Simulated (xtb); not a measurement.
xtb input:

```bash
xtb mol.xyz --gfn 2 --ohess tight --chrg -1 --uhf 0
```
mol.xyz:
```
7

B      0.24039676     0.36386646    -0.09108873
Cl    -0.23574158     1.91094234    -0.94047359
N      1.74677688     0.05861729     0.14750896
N     -0.81789779    -0.57290916     0.46899449
H      1.87417556    -0.89179473    -0.34970692
H     -1.44271135    -0.80232432    -0.38347383
H     -1.43020862    -0.02676690     1.13980572
```

Problem. Which total energy does the run end on?

Solution. -13.40448 Eh (GFN2-xTB).

It need not be the lowest isomer of its formula. Whether it binds its extra electron was not tested at this geometry.
